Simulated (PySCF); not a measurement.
## KB: one state, many levels of theory

State: ³Π (triplet), unpaired electrons σ ↑, π ↑. Set-up: K def2-TZVPP, B def2-TZVPP; no relativity (PySCF 2.14). De refers to K + B in their high-spin ground configurations, without counterpoise correction. The functionals are run spin-unrestricted. A positive dipole means K(−)B(+).

```
      Level  Re (Å)  ωe (cm⁻¹)  De (eV)   μ (D)
        UHF   2.916        280    0.311  -10.24
    UHF-MP2   2.857        287     0.69     n/a
UHF-SCS-MP2   2.862        288     0.57     n/a
   UHF-CCSD   2.876        277     0.63     n/a
UHF-CCSD(T)   2.875        275     0.69     n/a
        LDA   2.817        272     1.26   -6.59
        PBE   2.885        254     1.07   -6.75
       BP86   2.895        249     1.01   -6.74
     r²SCAN   2.884        267     1.11   -7.87
       PBE0   2.866        268     0.96   -7.89
    r²SCAN0   2.866        277     0.99   -8.68
      B97-3   2.876        267     0.90   -8.31
    ωB97X-V   2.846        290     0.84   -9.43
```

The bond length runs from 2.817 Å (LDA) to 2.916 Å (UHF). De spans 0.31 eV (UHF, mean field) to 1.26 eV (LDA, local density). Correlation at CCSD(T) changes the Hartree–Fock bond energy by +0.38 eV; the triples alone change it by +0.06 eV.

Correlated steps freeze 6 core orbitals. The state is the lowest determinant that a PBE0 search found; another state may lie lower at other levels.
